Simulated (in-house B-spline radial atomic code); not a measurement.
Hf⁴⁺. Computed with a B-spline radial atomic code. Model: all-electron spherical atom, spin shells full or empty, radial basis limit, no spin-orbit coupling, Breit or QED, empty-state partial waves extrapolated as (l+1/2)^-4, RPA, G0W0 and static COHSEX of the highest shell as one setting changes (uncorrelated shells keep exact exchange).

Empty levels are discrete states of a finite basis, so the steps are uneven.

Without the two-electron picture change, core correlation of heavy ions comes too large.

Given: element Hf; charge 4; filled core Xe; hamiltonian one-electron scalar X2C; mean-field start Hartree-Fock; highest l of empty states 9; nuclear rms radius 5.347 fm; lowest nl shells left uncorrelated 10; highest mean-field shell 4f; box radius 11.96 bohr.

Shell: 4f 7 7 (electrons up and down).

```csv
highest empty level kept (hartree),RPA correlation energy (hartree),G0W0 level (eV),G0W0 minus most complete (meV),COHSEX level (eV),linearised minus solved G0W0 (meV)
8.33,-0.62239,-67.502,2008.6,-68.533,-8.4
16.67,-0.90224,-68.18,1330.4,-70.243,-6.1
29.17,-1.0534,-68.568,941.9,-71.286,-4.9
50,?,?,?,?,?
83.33,-1.2827,-69.267,243.4,-73.385,-3.2
150,?,?,?,?,?
250,-1.3478,-69.475,35.6,-74.181,-2.8
500,-1.3566,-69.504,5.8,-74.31,-2.7
1000,-1.3582,-69.51,0.3,-74.333,-2.7
2083.3,-1.3583,-69.51,0,-74.334,-2.7
5000,-1.3583,-69.51,0,-74.334,-2.7
16667,-1.3583,-69.51,0,-74.334,-2.7
```

Problem. What follows for highest empty level kept = 50?

Solution. RPA correlation energy -1.2281 hartree; G0W0 level -69.103 eV; G0W0 minus most complete 406.9 meV; COHSEX level -72.809 eV; linearised minus solved G0W0 -3.6 meV.

Problem. What follows for highest empty level kept = 150?

Solution. RPA correlation energy -1.3281 hartree; G0W0 level -69.41 eV; G0W0 minus most complete 100.2 meV; COHSEX level -73.91 eV; linearised minus solved G0W0 -2.9 meV.
